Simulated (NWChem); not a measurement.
HgCl₂; SMILES [Cl][Hg][Cl]

All runs: NWChem. def2 effective core potentials on Hg; no spin-orbit coupling. Each level has its own optimisation; frequencies are unscaled.

**Question.** Order these by “highest harmonic frequency (cm⁻¹)”, lowest first: PBE0/def2-SVP; BLYP/def2-SVP; LDA (Slater exchange, VWN5)/def2-SVP.

**Answer.** BLYP/def2-SVP (371), PBE0/def2-SVP (402), LDA (Slater exchange, VWN5)/def2-SVP (413)
